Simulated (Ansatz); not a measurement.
GeH, multiplicity 2 (the spin of the measured ground state), most abundant isotopes (1.0078 and 73.9212 u). Constants from fifth-degree fits in 1/R to seven points on the lowest solution found; no spin–orbit coupling, no relativity up to Kr; ω_e x_e and α_e move by some per cent with the fit.

Correlated levels freeze the inner cores; with def2 sets outer-core shells near the valence are correlated too. CBS: X⁻³ extrapolation of the correlation energy, Hartree–Fock from the larger set.

Codes used: Ansatz (Gaussian basis) for Hartree–Fock, density functionals and correlated methods. 

```
level                                r_e (Å)  ω_e (cm⁻¹)  ω_e x_e (cm⁻¹)  α_e (cm⁻¹)
-----------------------------------  -------  ----------  --------------  ----------
PBE/def2-TZVPP                        1.6175      1822.7            29.3       0.177
CCSD(T)/CBS(def2-TZVPP, def2-QZVPP)   1.5825      1917.2            28.7       0.189
```

D_e from total energies of the atoms and the molecule: 2.92 eV at PBE/def2-TZVPP.

Derive the rotational constants, the centrifugal constant, the fundamental, the zero-point energy and the force constant, and test the Morse rule for the well depth.


μ = 0.99427 u.
- PBE/def2-TZVPP: B_e = 16.8576/(μ r_e²) = 6.4802 cm⁻¹; B₀ = B_e − α_e/2 = 6.3915 cm⁻¹; D = 4B_e³/ω_e² = 3.28e-04 cm⁻¹; fundamental ω_e − 2ω_e x_e = 1764 cm⁻¹; zero-point energy ω_e/2 − ω_e x_e/4 = 904 cm⁻¹; k = μ(2πcω_e)² = 195 N/m; a Morse well would hold ω_e²/(4ω_e x_e) = 3.51 eV against the computed D_e of 2.92 eV
- CCSD(T)/CBS(def2-TZVPP, def2-QZVPP): B_e = 16.8576/(μ r_e²) = 6.7703 cm⁻¹; B₀ = B_e − α_e/2 = 6.6758 cm⁻¹; D = 4B_e³/ω_e² = 3.38e-04 cm⁻¹; fundamental ω_e − 2ω_e x_e = 1860 cm⁻¹; zero-point energy ω_e/2 − ω_e x_e/4 = 951 cm⁻¹; k = μ(2πcω_e)² = 215 N/m

Measured for the ground state: r_e 1.588 Å [Huber and Herzberg (1979), NIST Chemistry WebBook].

Ansatz is a program for electronic structure.
